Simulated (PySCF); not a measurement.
Ge(F)2(Br)(OH) (BrF2GeHO), SMILES [F][Ge]([OH])([Br])[F].

The structure is a stationary point at PBE-D3(BJ)/def2-SVP. The structure was generated by enumeration, and PubChem lists no compound with its InChIKey, so it may never have been made. One conformer was computed; it need not be the lowest.

Computed with PySCF 2.14.0 with PBE-D3(BJ)/def2-SVP.

Frequencies are harmonic and unscaled.

Computed normal modes with their intensities:
| mode | ν (cm⁻¹) | IR (km/mol) | moving atoms (share of kinetic energy) |
|---|---|---|---|
| 1 | 84 | 60.1 | H 61 %, F 36 % |
| 2 | 147 | 0.3 | O 42 %, F 28 %, Br 13 %, Ge 12 % |
| 3 | 163 | 14.0 | F 43 %, H 29 %, Ge 17 %, Br 10 % |
| 4 | 222 | 23.9 | F 45 %, Br 27 %, O 22 % |
| 5 | 235 | 19.4 | F 76 %, Ge 18 % |
| 6 | 242 | 55.4 | O 53 %, F 27 %, Ge 13 % |
| 7 | 334 | 66.5 | Ge 52 %, Br 34 %, F 8 % |
| 8 | 683 | 55.4 | F 63 %, O 26 %, Ge 10 % |
| 9 | 722 | 73.4 | F 75 %, Ge 25 % |
| 10 | 739 | 93.9 | O 55 %, Ge 25 %, F 20 % |
| 11 | 907 | 71.0 | H 91 % |
| 12 | 3700 | 106.5 | H 94 % |
